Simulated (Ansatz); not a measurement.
C2H5BrSi (`C=C[SiH2]Br`), 9 atoms. The species carries charge 0 and has multiplicity 1. Correlated methods include outer-core shells of Br, which these sets cover unevenly. Scalar relativity is left out up to krypton. All runs use 4 threads of a server CPU on a shared host. Correlated methods freeze the cores.

Question: How many basis functions does each run have, and how long does it take in Ansatz? RHF-CCSD(T)/def2-SVP energy; RKS ωB97M-V/def2-SVP energy; RKS HSE06-D4/def2-TZVPP energy; RKS SPW92/def2-TZVPP energy; RKS CAM-B3LYP-D4/def2-TZVPP energy; RHF-CCSD(T)/def2-TZVPP energy; RKS PBE0-D4/def2-SVP energy; RKS r2SCANh-D4/def2-TZVPP energy; RKS PBE0-D4/def2-TZVP relaxation (7 steps); RKS PBE0-D4/def2-TZVP frequencies; RKS ωB97M-V/def2-QZVPP energy; RHF-MP2/def2-QZVPP energy. (An estimate is asked.)

Answer: Ansatz gave: Other jobs shared the machine, so times are rough.

```tsv
level	job	functions	wall time	peak host memory (GiB)
RKS SPW92/def2-TZVPP	energy	222	1.7 s	0.27
RKS PBE0-D4/def2-SVP	energy	103	1.8 s	0.21
RKS CAM-B3LYP-D4/def2-TZVPP	energy	222	4.7 s	0.64
RKS HSE06-D4/def2-TZVPP	energy	222	4.8 s	0.6
RKS r2SCANh-D4/def2-TZVPP	energy	222	7 s	0.59
RKS ωB97M-V/def2-SVP	energy	103	7 s	0.32
RHF-CCSD(T)/def2-SVP	energy	103	7.5 s	0.43
RKS ωB97M-V/def2-QZVPP	energy	423	28 s	1.8
RHF-MP2/def2-QZVPP	energy	423	29 s	2.2
RKS PBE0-D4/def2-TZVP	relaxation (7 steps)	177	37 s	0.47
RHF-CCSD(T)/def2-TZVPP	energy	222	2.8 min	3.4
RKS PBE0-D4/def2-TZVP	frequencies	177	3.1 min	0.46
```

HSE06 is defined as in plane-wave codes.
